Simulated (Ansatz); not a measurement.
`[F][Sc]([F])[F]` + silanol → `[F][Sc]([F])[O][SiH3]` + H–F  (ligand exchange at the Sc–F bond)

Calculated with Ansatz (gas phase, PBE0-D4/def2-TZVP geometries, no zero-point term in ΔE). CCSD(T)/CBS is the MP2 limit (def2-TZVPP, def2-QZVPP) plus CCSD(T) − MP2 in def2-TZVPP, frozen cores. This one scheme is used for every species. Functionals use def2-TZVPP. For Sc outer-core shells are correlated without core-valence functions, which leaves a few kJ/mol of doubt a bond. Scalar relativity is left out up to krypton. One conformer a species, not always the lowest.

CCSD(T)/CBS gives +15.0 kJ/mol.

Problem. Another level gave +25.1 kJ/mol. Which?
A. SCS-MP2/def2-TZVPP
B. revPBE-D4/def2-TZVPP
C. PBE-QIDH/def2-TZVPP
D. BLYP/def2-TZVPP

Solution. C. PBE-QIDH 25.1, SCS-MP2/def2-TZVPP 21.0, revPBE-D4 33.9, BLYP 38.8 kJ/mol.

Largest T1 diagnostic among the species: 0.017.

From BLYP to BHLYP (50 % exact exchange), in def2-TZVPP and without D4, ΔE moves by −8.9 kJ/mol. In def2-TZVPP, CCSD(T) changes the Hartree–Fock value by −6.0 kJ/mol (the triples alone add −0.4 kJ/mol) and MP2 by −7.5 kJ/mol.
